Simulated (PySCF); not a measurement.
**Working out the ionisation energy of Au⁺**

Au⁺ [Xe] 4f14 5d10 (1S) → Au²⁺ [Xe] 4f14 5d9 (2D). Computed with PySCF 2.14 in def2-TZVPPD with the def2 core potential (60 electrons) (6s5p3d2f1g, 59 functions), with scalar relativity through the core potential. Frozen: 5s2 5p6. Energies in hartree (1 hartree = 27.21139 eV):

```
            part  Au⁺ (lower)  Au²⁺ (upper)
             UHF  -134.507447   -133.809803
CCSD correlation    -0.300285     -0.243846
             (T)    -0.010830     -0.007270
```

Problem. What does Hartree-Fock give?

Solution. (-133.809803) − (-134.507447) = 0.697644 hartree = 18.984 eV.

Problem. What do CCSD and CCSD(T) give?

Solution. The CCSD correlation energies differ by 0.056439 hartree = 1.536 eV and the triples by 0.003560 hartree = 0.097 eV, so CCSD gives 20.520 eV and CCSD(T) 20.617 eV.

Reference: 20.203 ± 0.025 eV (measured; NIST Atomic Spectra Database, ionization energies), between the lowest levels; spin-orbit coupling is absent from the calculation.

What remains against the reference includes basis incompleteness, the frozen core and higher excitations.
